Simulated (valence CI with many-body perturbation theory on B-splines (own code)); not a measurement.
Results of a calculation; reference values are marked as such.
Energy levels of Os LXXI

Level of theory: valence CI with perturbative core correlation (CI+MBPT): four valence electrons over a frozen Dirac-Fock core [He], a basis of 11 s, 11 p, 10 d, 8 f, 5 g, 2 h functions for each j, with the one-electron correlation potential Σ1, the two-electron term Σ2, the three-electron term Σ3, Breit, model QED; selected CI, second order for the rest, scaled by the run's own slope (own B-spline code, finite nucleus).

No measured spectrum was set against this ion. As an estimate, large intervals hold to a few tenths of a per cent, small ones and those within an open d or f shell to about a per cent. Among the levels kept, up to 1300 cm⁻¹ of a level comes from second order outside the variational space, and about a tenth of that is noise between levels of different J, which matters for small intervals.

Levels 91 to 135 of 214, with energies above the lowest level, (2s^2 2p1/2^2) J=0. "Leading %" is the weight of the configuration and term that name the level; weights of strongly mixed levels are sums over their largest components and can fall short, so below about 35 % the name and the second component can differ from the true leading terms, or belong to a minority configuration. In the jj column 3d3/2^4 stands for four electrons in 3d with j = 3/2.

```
No.  Configuration  Term  J  E (Ry)  Leading %  Second component      g                    Leading jj
 91        2s2p²3d    ³G  4  1002.8         34   19 % 2s2p²3d ¹G  1.126   2s 2p1/2 2p3/2 3d3/2 (98 %)
 92        2s2p²3d    ³D  3  1003.4         33   28 % 2s2p²3d ³F  1.233   2s 2p1/2 2p3/2 3d3/2 (98 %)
 93        2s2p²3p   ³P°  0  1003.7         79  20 % 2s2p²3p ¹S°         2s 2p1/2 2p3/2 3p3/2 (100 %)
 94        2s2p²3p   ¹D°  2  1003.9         42  22 % 2s2p²3p ³D°  1.087   2s 2p1/2 2p3/2 3p3/2 (99 %)
 95        2s2p²3p   ³S°  1  1004.0         32  25 % 2s2p²3p ³P°  1.369   2s 2p1/2 2p3/2 3p3/2 (99 %)
 96        2s2p²3d    ³D  2  1004.0         34   18 % 2s2p²3d ⁵P  1.304   2s 2p1/2 2p3/2 3d3/2 (99 %)
 97        2s2p²3p   ³P°  1  1004.5         50  27 % 2s2p²3p ¹P°  1.183   2s 2p1/2 2p3/2 3p3/2 (99 %)
 98        2s2p²3d    ³P  1  1004.7         33   30 % 2s2p²3d ⁵P  1.747   2s 2p1/2 2p3/2 3d3/2 (99 %)
 99        2s2p²3d    ³F  2  1007.8         70   11 % 2s2p²3d ⁵D  0.851   2s 2p1/2 2p3/2 3d3/2 (91 %)
100        2s2p²3d    ⁵D  4  1008.1         45   36 % 2s2p²3d ⁵F  1.365  2s 2p1/2 2p3/2 3d5/2 (100 %)
101        2s2p²3d    ³G  3  1008.3         49   26 % 2s2p²3d ¹F  0.883   2s 2p1/2 2p3/2 3d3/2 (99 %)
102        2s2p²3d    ³D  1  1008.4         31   26 % 2s2p²3d ¹P  0.713   2s 2p1/2 2p3/2 3d3/2 (91 %)
103        2s2p²3d    ³F  2  1009.9         29   21 % 2s2p²3d ³P  1.108   2s 2p1/2 2p3/2 3d3/2 (53 %)
104        2s2p²3d    ³D  1  1010.0         56   14 % 2s2p²3d ³P  0.891   2s 2p1/2 2p3/2 3d3/2 (91 %)
105        2s2p²3d    ³F  3  1010.4         42   30 % 2s2p²3d ⁵P  1.292   2s 2p1/2 2p3/2 3d5/2 (98 %)
106        2s2p²3d    ³F  2  1010.4         25   20 % 2s2p²3d ³P  1.180   2s 2p1/2 2p3/2 3d3/2 (51 %)
107        2s2p²3d    ³P  0  1010.8         82   18 % 2s2p²3d ¹S          2s 2p1/2 2p3/2 3d3/2 (98 %)
108        2s2p²3d    ³G  5  1011.1         63   37 % 2s2p²3d ⁵F  1.244  2s 2p1/2 2p3/2 3d5/2 (100 %)
109        2s2p²3d    ³D  1  1012.0         55   26 % 2s2p²3d ³P  0.959   2s 2p1/2 2p3/2 3d5/2 (87 %)
110        2s2p²3d    ³D  3  1013.0         59   18 % 2s2p²3d ¹F  1.249   2s 2p1/2 2p3/2 3d5/2 (99 %)
111        2s2p²3d    ³F  4  1013.3         58   22 % 2s2p²3d ¹G  1.199   2s 2p1/2 2p3/2 3d5/2 (98 %)
112        2s2p²3d    ¹D  2  1013.8         41   19 % 2s2p²3d ³D  1.129   2s 2p1/2 2p3/2 3d5/2 (95 %)
113        2s2p²3d    ¹P  1  1014.7         47   25 % 2s2p²3d ³D  1.009   2s 2p1/2 2p3/2 3d5/2 (95 %)
114        2s2p²3d    ³P  0  1015.3         51   45 % 2s2p²3d ¹S          2s 2p1/2 2p3/2 3d5/2 (98 %)
115        2s2p²3d    ³D  3  1017.4         41   26 % 2s2p²3d ³F  1.231   2s 2p1/2 2p3/2 3d5/2 (98 %)
116        2s2p²3d    ³F  4  1017.9         46   30 % 2s2p²3d ³G  1.109  2s 2p1/2 2p3/2 3d5/2 (100 %)
117        2s2p²3d    ³P  2  1018.9         49   18 % 2s2p²3d ³D  1.213   2s 2p1/2 2p3/2 3d5/2 (98 %)
118        2s2p²3d    ¹F  3  1019.0         43   32 % 2s2p²3d ³F  1.064   2s 2p1/2 2p3/2 3d5/2 (99 %)
119        2s2p²3d    ³P  1  1019.0         44   25 % 2s2p²3d ³S  1.418  2s 2p1/2 2p3/2 3d5/2 (100 %)
120        2s2p²3d    ³D  2  1019.3         42   27 % 2s2p²3d ¹D  1.119  2s 2p1/2 2p3/2 3d5/2 (100 %)
121          2p³3p    ³D  3  1024.6         49     23 % 2p³3p ⁵P  1.311    2p1/2^2 2p3/2 3p3/2 (96 %)
122          2p³3p    ³P  1  1024.6         34     26 % 2p³3p ¹P  1.322    2p1/2^2 2p3/2 3p3/2 (97 %)
123          2p³3p    ³P  2  1026.8         44     16 % 2p³3p ¹D  1.305    2p1/2^2 2p3/2 3p3/2 (97 %)
124          2p³3p    ³P  0  1028.9         68     30 % 2p³3p ¹S           2p1/2^2 2p3/2 3p3/2 (98 %)
125          2p³3d   ³D°  2  1030.3         33    19 % 2p³3d ³F°  1.028    2p1/2^2 2p3/2 3d3/2 (98 %)
126          2p³3d   ³F°  3  1030.9         27    21 % 2p³3d ³G°  1.061    2p1/2^2 2p3/2 3d3/2 (98 %)
127          2p³3d   ³D°  1  1031.2         35    27 % 2p³3d ³P°  1.066    2p1/2^2 2p3/2 3d3/2 (99 %)
128          2p³3d   ³P°  0  1031.5         64    24 % 2p³3d ⁵D°           2p1/2^2 2p3/2 3d3/2 (99 %)
129          2p³3d   ³F°  4  1039.4         51    24 % 2p³3d ⁵D°  1.232    2p1/2^2 2p3/2 3d5/2 (99 %)
130          2p³3d   ³D°  2  1040.3         33    22 % 2p³3d ³P°  1.215    2p1/2^2 2p3/2 3d5/2 (98 %)
131          2p³3d   ³D°  3  1041.6         48    16 % 2p³3d ¹F°  1.204    2p1/2^2 2p3/2 3d5/2 (98 %)
132          2p³3d   ³D°  1  1042.6         31    29 % 2p³3d ¹P°  1.076    2p1/2^2 2p3/2 3d5/2 (99 %)
133        2s2p²3s    ⁵P  3  1073.5         63   36 % 2s2p²3s ³D  1.508         2s 2p3/2^2 3s (100 %)
134        2s2p²3s    ³P  2  1075.7         55   19 % 2s2p²3s ³D  1.337         2s 2p3/2^2 3s (100 %)
135        2s2p²3s    ³S  1  1082.1         68   16 % 2s2p²3s ⁵P  1.946         2s 2p3/2^2 3s (100 %)
```
